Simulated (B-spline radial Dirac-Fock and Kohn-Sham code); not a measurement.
## Mg⁺ in Watson spheres of different radius

Method: ΔSCF Dirac-Fock with Breit, self-energy and vacuum polarisation, finite nucleus, configuration average. Computed with an atomic code on a B-spline grid. The ion, [Ne] 3s1, sits in a hollow sphere of charge Q = -1, a simple model of the Madelung potential. Inside the sphere an electron's potential energy is raised by the constant 14.40·|Q|/R eV, so binding energies fall by about that much as long as the orbitals stay inside.

```
radius (Å)  14.40 |Q|/R (eV)  2p1/2 (eV)  2p3/2 (eV)  3s (eV)
       1.8              8.00       59.05       58.78     7.21
       2.2              6.55       60.27       60.00     8.32
```

From the smallest to the largest radius 2p1/2 moves by +1.2 eV, while the constant potential alone would give +1.5 eV; the difference comes from charge outside the sphere and its screening.
